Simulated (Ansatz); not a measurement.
```yaml
crystal:
  periodic: [false, false, false]
  atoms:
    - {symbol: Na, position_ang: [-1.543600, -3.213648, 0.021022]}
    - {symbol: Na, position_ang: [0.244946, 2.736082, 2.217804]}
    - {symbol: Na, position_ang: [-2.050562, -1.500961, -2.741461]}
    - {symbol: Na, position_ang: [-0.272669, -0.057037, -0.036958]}
    - {symbol: K, position_ang: [3.556787, 1.933615, 0.441639]}
basis:
  gaussian: {orbitals: def2-SVPD}
total_charge: 1
magnetization: {spin_polarized: true, initial_magnetization: 2}
hamiltonian: {xc: {name: B97}}
scf: {omitted_lower_state_checks: [starts]}
output: {forces: true}
```

```sh
$ ansatz run in.yaml --threads 4 --pin off --events-out ev --progress --plain --max-ram 4787MiB
```

It prints (some lines left out):

```
Functional definition: B97
895 factors; integrals over basis functions are off by at most 6.4e-4 eV
mean field evaluation 1: about -33970.2867 eV, gradient 5.6e0 eV
mean field evaluation 2: about -33965.8291 eV, gradient 1.1e1 eV
mean field evaluation 4: about -33971.2116 eV, gradient 1.9e0 eV
mean field evaluation 8: about -33971.4267 eV, gradient 3.2e-1 eV
mean field evaluation 16: about -33971.4361 eV, gradient 7.6e-2 eV
mean field evaluation 32: about -33971.4824 eV, gradient 6.9e-5 eV
mean field -33971.48238633 eV, -1248.4289509999 hartree, gradient 7.7e-8 eV, S^2 2.007325; 0 other end points of the search recorded, 0 dependent functions left out
reference -33971.48245619 eV, -1248.4289535672 hartree; 32, 30 occupied and 67, 69 virtual orbitals, 895 factors
Total energy: -33971.48245619 eV, -1248.4289535672 hartree
Atom 0 at    -1.543600    -3.213648     0.021022 Å, force    -0.007286    -0.036369     0.025635 eV/Å
Atom 1 at     0.244946     2.736082     2.217804 Å, force     0.023406     0.034771     0.025761 eV/Å
Atom 2 at    -2.050562    -1.500961    -2.741461 Å, force    -0.096637    -0.061728    -0.165225 eV/Å
Atom 3 at    -0.272669    -0.057037    -0.036958 Å, force     0.012079     0.013664     0.095039 eV/Å
Atom 4 at     3.556787     1.933615     0.441639 Å, force     0.068438     0.049662     0.018790 eV/Å
Dipole moment:     0.369506    -0.061075    -0.102029 e Å
Checks for a lower state left out: starts
```

It took 48 s on 4 threads of Arm Neoverse V2 on a shared host, peak host memory 0.68 GiB.

The dipole of an ion depends on the origin.
